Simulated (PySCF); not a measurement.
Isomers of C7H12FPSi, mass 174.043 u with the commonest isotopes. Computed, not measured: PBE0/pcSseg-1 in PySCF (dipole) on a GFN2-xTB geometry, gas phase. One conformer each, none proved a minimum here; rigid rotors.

Question: Order these by out-of-plane moment Σ m c² = (Ia + Ib − Ic)/2, smallest first.
A. `[CH3:1][CH2:2][CH2:3][p:4]1[cH:5][c:6]([F:7])[c:8]([SiH3:9])[cH:10]1` with C1–C2–C3–P4 59°, C2–C3–P4–C5 76°
B. `CC#C/P=C(/[Si](C)(C)C)F`
C. `[CH2:1]=[CH:2][C:3]1=[C:4]([F:5])[CH2:6][P:7]([CH2:8][SiH3:9])[CH2:10]1` with C1–C2–C3–C4 176°, C6–P7–C8–Si9 47°, C3–C4–C6–P7 -14°, C4–C6–P7–C8 -83°, C6–P7–C10–C3 -17°, C2–C3–C10–P7 -168°

Answer: A (52.09 u·Å²), B (84.30 u·Å²), C (207.31 u·Å²).

Question: Order these by dipole moment, largest first.
A. `C(/[Si](C)(C)C)(F)=P\C#CC`
B. `[CH2:1]=[CH:2][C:3]1=[C:4]([F:5])[CH2:6][P:7]([CH2:8][SiH3:9])[CH2:10]1` with C1–C2–C3–C4 176°, C6–P7–C8–Si9 47°, C3–C4–C6–P7 -14°, C4–C6–P7–C8 -83°, C6–P7–C10–C3 -17°, C2–C3–C10–P7 -168°
C. `[CH3:1][CH2:2][CH2:3][p:4]1[cH:5][c:6]([F:7])[c:8]([SiH3:9])[cH:10]1` with C1–C2–C3–P4 59°, C2–C3–P4–C5 76°

Answer: C (2.22 D), B (0.85 D), A (0.55 D).

Question: Order these by radius of gyration √(Σ m r²/M), smallest first.
A. `CC#C/P=C(\F)[Si](C)(C)C`
B. `[CH3:1][CH2:2][CH2:3][p:4]1[cH:5][c:6]([F:7])[c:8]([SiH3:9])[cH:10]1` with C1–C2–C3–P4 59°, C2–C3–P4–C5 76°
C. `[CH2:1]=[CH:2][C:3]1=[C:4]([F:5])[CH2:6][P:7]([CH2:8][SiH3:9])[CH2:10]1` with C1–C2–C3–C4 176°, C6–P7–C8–Si9 47°, C3–C4–C6–P7 -14°, C4–C6–P7–C8 -83°, C6–P7–C10–C3 -17°, C2–C3–C10–P7 -168°

Answer: C (2.262 Å), B (2.639 Å), A (2.753 Å).

| SMILES | point group | Ia (u·Å²) | Ib (u·Å²) | Ic (u·Å²) | κ | μa (D) | μb (D) | μc (D) |
| --- | --- | --- | --- | --- | --- | --- | --- | --- |
| C=CC1=C(F)CP(C[SiH3])C1 | C1 | 442.00 | 655.65 | 683.03 | -0.85 | 0.38 | 0.34 | 0.68 |
| CCCp1cc(F)c([SiH3])c1 | C1 | 226.37 | 1037.79 | 1159.98 | -0.94 | 1.62 | 1.21 | 0.91 |
| CC#C/P=C(\F)[Si](C)(C)C | near Cs | 261.66 | 1142.02 | 1235.07 | -0.96 | 0.03 | 0.55 | 0.00 |
